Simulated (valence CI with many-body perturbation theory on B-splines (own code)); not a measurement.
# Tl LXXVII: electric-dipole lines

Calculated by valence CI with perturbative core correlation (CI+MBPT): three valence electrons over a frozen Dirac-Fock core [He], radial functions for each j: 11 s, 11 p, 10 d, 8 f, 5 g, 2 h, with the one-electron correlation potential Σ1, the two-electron term Σ2, the three-electron term Σ3, Breit, model QED; selected CI, second order for the rest, scaled by the run's own slope (own B-spline code, finite nucleus).

No measured spectrum was set against this ion. As an estimate, large intervals hold to a few tenths of a per cent, small ones and those within an open d or f shell to about a per cent.

Lines 151 to 200 of 565 in falling wavelength, among levels below 19697 eV, chosen from the strongest by gf and those to the six lowest levels. Wavelengths and rates use the calculated energies. Electric multipoles are in the length gauge, E1 and E2 with the static RPA response of the core. Weak lines are less certain than strong ones. Lines between different terms over intervals too small for the method are left out, as are lines whose strength nearly cancels. Where a level lies close to another of its J and parity, the split of strength between their lines is uncertain. The highest levels of a list are the least certain.

Levels are named by their leading jj configuration (3d3/2^4 stands for four electrons in 3d with j = 3/2), which in mixed levels can hold well under half, so a name can repeat and another be missing. Letters in brackets count levels of one name in rising energy.

```csv
λ vac (nm),Upper,Lower,A (s⁻¹),S (a.u.) with core polarisation,S without
0.5000,(2p3/2^2 3d3/2) J=3/2 [a],(2s 2p3/2 3d3/2) J=3/2 [b],1.28e+13,3.16e-03,3.17e-03
0.4996,(2p3/2^2 3d3/2) J=5/2,(2s 2p3/2 3d3/2) J=3/2 [b],1.42e+13,5.26e-03,5.27e-03
0.4991,(2p3/2^2 3s) J=3/2,(2s 2p3/2 3s) J=3/2 [b],7.62e+12,1.87e-03,1.87e-03
0.4983,(2p3/2^2 3d5/2) J=5/2 [a],(2s 2p3/2 3d5/2) J=3/2 [b],5.78e+12,2.12e-03,2.12e-03
0.4980,(2p3/2^2 3d5/2) J=3/2,(2s 2p3/2 3d5/2) J=3/2 [b],9.08e+12,2.21e-03,2.22e-03
0.4974,(2p3/2^2 3s) J=3/2,(2s 2p3/2 3s) J=1/2,1.66e+13,4.04e-03,4.05e-03
0.4969,(2p1/2 2p3/2^2) J=3/2,(2s 2p1/2 2p3/2) J=1/2,1.74e+13,4.22e-03,4.22e-03
0.4967,(2p3/2^2 3d5/2) J=5/2 [a],(2s 2p3/2 3d5/2) J=5/2 [b],8.25e+12,3.00e-03,3.00e-03
0.4964,(2p3/2^2 3d5/2) J=3/2,(2s 2p3/2 3d5/2) J=5/2 [b],6.61e+12,1.60e-03,1.60e-03
0.4960,(2p3/2^2 3p3/2) J=3/2 [a],(2s 2p3/2 3p3/2) J=1/2 [b],1.76e+13,4.23e-03,4.23e-03
0.4928,(2p1/2 2p3/2^2) J=5/2,(2s 2p1/2 2p3/2) J=3/2 [b],2.14e+13,7.58e-03,7.59e-03
0.4925,(2p1/2 2p3/2 3d5/2) J=3/2 [a],(2s 2p1/2 3d5/2) J=3/2,1.10e+13,2.61e-03,2.61e-03
0.4924,(2p1/2 2p3/2 3p3/2) J=3/2 [a],(2s 2p1/2 3p3/2) J=3/2 [b],1.11e+13,2.61e-03,2.61e-03
0.4921,(2p1/2 2p3/2 3d5/2) J=5/2 [a],(2s 2p1/2 3d5/2) J=5/2 [b],8.36e+12,2.95e-03,2.96e-03
0.4910,(2p1/2 2p3/2 3d3/2) J=5/2 [a],(2s 2p1/2 3d3/2) J=5/2,1.12e+13,3.93e-03,3.93e-03
0.4906,(2p1/2 2p3/2 3s) J=3/2 [b],(2s 2p1/2 3s) J=1/2 [b],1.66e+13,3.86e-03,3.86e-03
0.4905,(2p3/2^3) J=3/2,(2s 2p3/2^2) J=3/2,4.42e+13,1.03e-02,1.03e-02
0.4905,(2p1/2 2p3/2 3d5/2) J=9/2,(2s 2p1/2 3d5/2) J=7/2,1.86e+13,1.09e-02,1.09e-02
0.4904,(2p3/2^3) J=3/2,(2s 2p3/2^2) J=1/2,1.04e+13,2.42e-03,2.43e-03
0.4900,(2p1/2 2p3/2 3p1/2) J=3/2 [a],(2s 2p1/2 3p1/2) J=3/2,9.81e+12,2.28e-03,2.28e-03
0.4896,(2p1/2 2p3/2 3d5/2) J=5/2 [a],(2s 2p1/2 3d5/2) J=7/2,5.34e+12,1.86e-03,1.86e-03
0.4896,(2s 2p3/2 3d5/2) J=7/2 [b],(2s 2p1/2 3p3/2) J=5/2,2.13e+13,9.86e-03,9.87e-03
0.4894,(2p1/2 2p3/2 3p3/2) J=7/2,(2s^2 3d5/2) J=5/2,2.19e+13,1.01e-02,1.02e-02
0.4886,(2p1/2 2p3/2 3d5/2) J=5/2 [b],(2s 2p1/2 3d5/2) J=3/2,8.75e+12,3.02e-03,3.03e-03
0.4885,(2p1/2 2p3/2 3d5/2) J=5/2 [b],(2s 2p1/2 3d5/2) J=5/2 [b],5.77e+12,1.99e-03,1.99e-03
0.4885,(2p3/2^2 3p3/2) J=3/2 [b],(2s 2p3/2 3p3/2) J=3/2 [b],2.37e+13,5.44e-03,5.45e-03
0.4883,(2p3/2^2 3p3/2) J=1/2,(2s 2p3/2 3p3/2) J=1/2 [a],2.01e+13,2.31e-03,2.31e-03
0.4881,(2s 2p3/2 3p3/2) J=5/2 [b],(2s^2 3p3/2) J=3/2,2.81e+13,9.68e-03,9.69e-03
0.4881,(2p1/2 2p3/2 3p3/2) J=3/2 [b],(2s 2p1/2 3p3/2) J=1/2,6.99e+12,1.60e-03,1.61e-03
0.4880,(2p1/2 2p3/2 3d3/2) J=5/2 [b],(2s 2p1/2 3d3/2) J=3/2 [b],1.84e+13,6.33e-03,6.34e-03
0.4878,(2p1/2 2p3/2 3d3/2) J=7/2,(2s 2p1/2 3d3/2) J=5/2,1.87e+13,8.57e-03,8.59e-03
0.4877,(2p1/2 2p3/2 3d5/2) J=7/2 [a],(2s 2p1/2 3d5/2) J=5/2 [a],1.58e+13,7.26e-03,7.27e-03
0.4877,(2p3/2^2 3d3/2) J=3/2 [b],(2s 2p3/2 3d3/2) J=1/2 [b],8.76e+12,2.01e-03,2.01e-03
0.4877,(2p1/2 2p3/2 3d3/2) J=3/2 [b],(2s 2p1/2 3d3/2) J=1/2,9.92e+12,2.27e-03,2.27e-03
0.4876,(2p1/2 2p3/2 3p1/2) J=5/2,(2s 2p1/2 3p1/2) J=3/2,2.10e+13,7.22e-03,7.22e-03
0.4875,(2p3/2^2 3p3/2) J=5/2,(2s 2p3/2 3p3/2) J=5/2 [a],1.48e+13,5.07e-03,5.08e-03
0.4875,(2p3/2^2 3d5/2) J=5/2 [b],(2s 2p3/2 3d5/2) J=5/2 [b],1.39e+13,4.77e-03,4.78e-03
0.4874,(2p1/2 2p3/2 3p3/2) J=5/2 [a],(2s 2p1/2 3p3/2) J=3/2 [a],1.51e+13,5.18e-03,5.19e-03
0.4873,(2p1/2 2p3/2 3p1/2) J=3/2 [b],(2s 2p1/2 3p1/2) J=1/2 [b],2.11e+13,4.82e-03,4.82e-03
0.4872,(2s 2p3/2 3d5/2) J=3/2 [b],(2s 2p1/2 3p3/2) J=5/2,7.79e+12,1.78e-03,1.78e-03
0.4871,(2p1/2 2p3/2 3d5/2) J=7/2 [b],(2s 2p1/2 3d5/2) J=5/2 [b],9.80e+12,4.47e-03,4.48e-03
0.4870,(2p3/2^2 3d5/2) J=7/2,(2s 2p3/2 3d5/2) J=7/2 [a],9.79e+12,4.46e-03,4.47e-03
0.4869,(2p1/2 2p3/2 3d3/2) J=3/2 [b],(2s 2p1/2 3d3/2) J=3/2 [b],1.05e+13,2.40e-03,2.40e-03
0.4869,(2s 2p3/2 3d3/2) J=3/2 [b],(2s^2 3d3/2) J=3/2,2.82e+13,6.43e-03,6.44e-03
0.4866,(2p3/2^2 3d5/2) J=5/2 [b],(2s 2p3/2 3d5/2) J=7/2 [b],1.03e+13,3.52e-03,3.52e-03
0.4859,(2s 2p3/2 3d3/2) J=5/2 [b],(2s^2 3d3/2) J=3/2,2.60e+13,8.84e-03,8.86e-03
0.4857,(2p3/2^2 3p1/2) J=1/2,(2s 2p3/2 3p1/2) J=3/2 [b],3.14e+13,3.55e-03,3.55e-03
0.4857,(2p3/2^2 3d5/2) J=7/2,(2s 2p3/2 3d5/2) J=5/2 [a],9.00e+12,4.07e-03,4.08e-03
0.4857,(2p3/2^2 3s) J=1/2,(2s 2p3/2 3s) J=3/2 [b],3.05e+13,3.45e-03,3.46e-03
0.4855,(2p3/2^2 3d3/2) J=3/2 [b],(2s 2p3/2 3d3/2) J=5/2 [b],2.45e+13,5.54e-03,5.54e-03
```
